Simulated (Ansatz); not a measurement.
`[AlH2][O][SiH2][AlH2]`, relaxed with RKS PBE-D4/def2-SVP in Ansatz 0.2.0 from a rough embedded geometry. The force threshold is 0.03 eV/Å; the program also tests the step.

Charge 0, multiplicity 1.

Start:

```xyz
10

Al    0.068    0.566   -2.036
O     0.439   -0.965   -1.212
Si   -0.491   -0.951    0.205
Al    0.650    0.202    2.018
H     0.970    1.907   -1.749
H    -1.123    0.727   -3.097
H    -0.642   -2.361    0.722
H    -1.821   -0.423    0.055
H    -0.116    1.507    2.670
H     2.066   -0.209    2.424
```

```csv
step,energy (eV),largest force (eV/Å),largest move (Å)
1,-23194.4527,1.953,0.000
2,-23194.7297,0.515,0.179
3,-23194.7983,0.493,0.086
4,-23194.8714,0.275,0.200
5,-23194.9348,0.255,0.198
6,-23194.9833,0.308,0.197
7,-23195.0026,0.423,0.197
8,-23195.0502,0.060,0.200
9,-23195.0571,0.031,0.116
10 (rejected),-23195.0450,0.188,0.171
11,-23195.0590,0.008,0.086
14,-23195.0610,0.057,0.053
17,-23195.0651,0.136,0.070
20,-23195.0727,0.261,0.124
23,-23195.0896,0.151,0.105
26,-23195.0972,0.047,0.034
29,-23195.1014,0.059,0.024
32,-23195.1042,0.112,0.081
35,-23195.1060,0.098,0.022
38,-23195.1078,0.055,0.073
41,-23195.1100,0.123,0.195
44,-23195.1129,0.044,0.123
47,-23195.1140,0.012,0.032
```

End:

```xyz
10

Al    0.184    0.597   -2.462
O    -0.334   -0.121   -0.998
Si   -0.850   -0.635    0.510
Al    0.784    0.028    2.242
H    -0.052    2.163   -2.654
H     0.874   -0.347   -3.545
H    -1.051   -2.136    0.493
H    -2.219   -0.055    0.804
H     0.546   -0.312    3.793
H     2.118    0.818    1.818
```

Run time 75 s (2 threads of an Arm Neoverse V2 on a shared host); peak host memory 0.13 GiB.
